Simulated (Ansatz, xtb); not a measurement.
Species: SeI2 (charge +1, doublet). SMILES of the parent species: I[Se]I
Coordinates optimised at B3LYP-D3(BJ)/def2-TZVP (Ansatz, a program for electronic structure):
```
Se
I 1 2.4697
I 1 2.4697 2 108.03
```
Charge +1, spin multiplicity 2.

Harmonic wavenumbers from GFN2-xTB (xtb, at its own minimum), cm⁻¹: 83, 252, 263.

**Question.** Give the harmonic wavenumbers at B3LYP-D3(BJ)/def2-TZVP (Ansatz, finite differences of forces, unscaled).

**Answer.** 82, 253, 266 cm⁻¹. Zero-point energy 0.9 kcal/mol.

**Question.** From these and the geometry, give the ideal-gas thermochemistry at 298.15 K and 1 atm (rigid rotor, harmonic oscillator).

**Answer.** Point group C2v, rotational symmetry number 2. Rotational constants 3.985, 0.4986, 0.4431 GHz. S(trans) 43.30, S(rot) 28.90, S(vib) 7.17, S(elec, spin only) 1.38, S 80.8 cal/(mol K). H(298) - H(0) 3.45 kcal/mol; G - E(el) -19.8 kcal/mol.
